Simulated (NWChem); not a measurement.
LaF$_{2}$ cation; SMILES [F][La+][F]

```xyz
3

La     0.0000     0.0000    -0.2857
F      1.6830     0.0000     0.9047
F     -1.6830     0.0000     0.9047
```
Atoms are numbered in this order, from 1.

Coordinates come from a PBE0/def2-SVP optimisation. The spin multiplicity was typed, not searched, and may not be the lowest. def2 effective core potentials on La; no spin-orbit coupling.

Symmetry labels are those of C2v in the frame above (b1 and b2, or b-type labels, depend on it).

Q: List the 4 lowest vertical singlet excitations and the 4 lowest triplet ones from LDA (Slater exchange, VWN5)/def2-SVPD with def2 effective core potentials on La, full TDDFT (NWChem).

A: 
| state | energy (eV) | oscillator strength | symmetry | leading excitation (squared amplitude) |
|---|---|---|---|---|
| S1 | 5.91 | 0.000 | b1 | HOMO → LUMO (1.00) |
| S2 | 6.17 | 0.000 | a2 | HOMO → LUMO+1 (1.00) |
| S3 | 6.17 | 0.000 | a1 | HOMO−1 → LUMO (0.97) |
| S4 | 6.34 | 0.004 | b2 | HOMO−2 → LUMO (1.00) |
| T1 | 5.87 | spin-forbidden | b1 | HOMO → LUMO (1.00) |
| T2 | 6.06 | spin-forbidden | a1 | HOMO−1 → LUMO (0.99) |
| T3 | 6.09 | spin-forbidden | a2 | HOMO → LUMO+1 (1.00) |
| T4 | 6.27 | spin-forbidden | b2 | HOMO−2 → LUMO (0.59) |
